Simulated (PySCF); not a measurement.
Protons, H atoms and electrons added to or taken from [GeH4]. Gas-phase values, no solvent. Strings in code marks are SMILES.

Quantity: vertical ionisation energy (energy after one electron is removed minus that of the parent at the parent's geometry), in eV.

Level 1: B3LYP/6-31G* // CAM-B3LYP-D3(BJ)/def2-TZVP (PySCF)
Level 2: minus the HOMO energy of CAM-B3LYP-D3(BJ)/def2-TZVP (PySCF)
Level 3: minus the HOMO energy of PBE-D3(BJ)/def2-TZVP // CAM-B3LYP-D3(BJ)/def2-TZVP (PySCF)
Level 4: HF/6-31G* // CAM-B3LYP-D3(BJ)/def2-TZVP (PySCF)

| species | level 2 | level 3 | level 4 |
|---|---|---|---|
| `[GeH4]` | 11.08 | 8.36 | 11.70 |

**Question.** What does level 1 give for each?

**Answer.** 
- `[GeH4]`: 12.22
